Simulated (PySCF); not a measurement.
## Magnetic susceptibility: SMILES CC(=O)OC(=O)OC=O, C₄H₄O₅

Molfile (atoms numbered from 1):
```
C4H4O5
     RDKit          3D

 13 12  0  0  0  0  0  0  0  0999 V2000
   -2.6339    0.0764   -0.0662 C   0  0  0  0  0  0  0  0  0  0  0  0
   -1.4135   -0.4848    0.5886 C   0  0  0  0  0  0  0  0  0  0  0  0
   -1.3574   -1.2751    1.4689 O   0  0  0  0  0  0  0  0  0  0  0  0
   -0.2905    0.0862   -0.0166 O   0  0  0  0  0  0  0  0  0  0  0  0
    0.9689   -0.2258    0.3534 C   0  0  0  0  0  0  0  0  0  0  0  0
    1.3280   -0.9810    1.1808 O   0  0  0  0  0  0  0  0  0  0  0  0
    1.7630    0.5451   -0.4624 O   0  0  0  0  0  0  0  0  0  0  0  0
    3.1209    0.5132   -0.4003 C   0  0  0  0  0  0  0  0  0  0  0  0
    3.7995   -0.1369    0.3145 O   0  0  0  0  0  0  0  0  0  0  0  0
   -3.5219   -0.3535    0.3868 H   0  0  0  0  0  0  0  0  0  0  0  0
   -2.6393    1.1580    0.0477 H   0  0  0  0  0  0  0  0  0  0  0  0
   -2.6080   -0.1471   -1.1303 H   0  0  0  0  0  0  0  0  0  0  0  0
    3.4798    1.2257   -1.1613 H   0  0  0  0  0  0  0  0  0  0  0  0
  1  2  1  0
  2  3  2  0
  2  4  1  0
  4  5  1  0
  5  6  2  0
  5  7  1  0
  7  8  1  0
  8  9  2  0
  1 10  1  0
  1 11  1  0
  1 12  1  0
  8 13  1  0
M  END
```

The calculation used PySCF, GIAO BHandHLYP/pcSseg-1 magnetisability, rotational g tensor and spin-rotation constants, non-relativistic, gas phase. Geometry: GFN2-xTB.

**Question.** How diamagnetic is it, and how anisotropic?

**Answer.** Isotropic -955 × 10⁻³⁰ J/T², or -57.5 × 10⁻⁶ cm³/mol; principal values -1108, -911, -845 × 10⁻³⁰ J/T², anisotropy 237 × 10⁻³⁰ J/T² (root of half the summed squared differences of the principal values). The susceptibility is in cgs units.

**Question.** Split it along the inertial axes a, b, c into diamagnetic and paramagnetic parts about the centre of mass, with the quadrupole moment.

**Answer.** 
| axis | χ (10⁻⁶ cm³/mol) | diamagnetic (10⁻⁶ cm³/mol) | paramagnetic (10⁻⁶ cm³/mol) | summed x² of all electrons (Å²) | quadrupole Θ (D Å) |
| --- | --- | --- | --- | --- | --- |
| a | -54.2 | -316.4 | 262.2 | 320.8 | +5.33 |
| b | -51.6 | -1409.1 | 1357.6 | 63.2 | -8.92 |
| c | -66.7 | -1629.0 | 1562.2 | 11.4 | +3.59 |

Anisotropies 2χaa − χbb − χcc = +9.9 and 2χbb − χaa − χcc = +17.7 × 10⁻⁶ cm³/mol. Θ is traceless in Buckingham's convention.

**Question.** And the rotational g tensor?

**Answer.** 
| axis | rotational constant (GHz) | g | nuclear part | electronic part |
| --- | --- | --- | --- | --- |
| a | 5.2166 | -0.0898 | 0.5529 | -0.6426 |
| b | 0.8725 | -0.0126 | 0.5438 | -0.5564 |
| c | 0.7509 | -0.0081 | 0.5430 | -0.5511 |

Asymmetric top; isotopes 12C, 1H, 16O; no vibrational averaging.
